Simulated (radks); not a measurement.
Values are calculated unless marked as measured or tabulated.
Ionisation of the tungsten ion W10+, [Kr] 4d10 4f14 5s2 5p2, to W11+, [Kr] 4d10 4f13 5s2 5p2, under several functionals. Scalar-relativistic Kohn-Sham, spin-polarised, spherical densities, point nucleus; open shells are filled with parallel spins first (spin-orbit coupling, left out, can overturn this in heavy ions); a radial shooting solver on a logarithmic mesh with Libxc functionals.

functional                                        E(W10+) (hartree)  Exc (hartree)  IE (eV)  -e(HOMO) (eV)  <r> HOMO (bohr)  IE error (eV)
SOGGA                                                   -16107.3513      -311.9076   210.48         193.32            1.112           +1.6
RPBE                                                    -16113.1768      -317.7457   210.46         193.24            1.112           +1.6
LDA (Slater exchange, Perdew-Zunger correlation)        -16103.0801      -307.6404   211.07         193.74            1.112           +2.2
XLYP                                                    -16114.5377      -319.0753   210.34         193.29            1.114           +1.4
OLYP                                                    -16118.4405      -323.2222   211.62         193.81            1.110           +2.7
PW91                                                    -16114.2322      -318.7936   210.72         193.51            1.113           +1.8
B86b exchange with PBE correlation                      -16113.8640      -318.4250   210.60         193.38            1.113           +1.7

NIST Atomic Spectra Database: 209 eV (semi-empirical). Closest: XLYP. The Delta-SCF values span 1.28 eV, the total energies 15.36 hartree. The highest occupied level is 5p. Open shells are spherical and high-spin; term and fine-structure splittings are not resolved. Spin-orbit splitting is averaged out at the scalar-relativistic level.
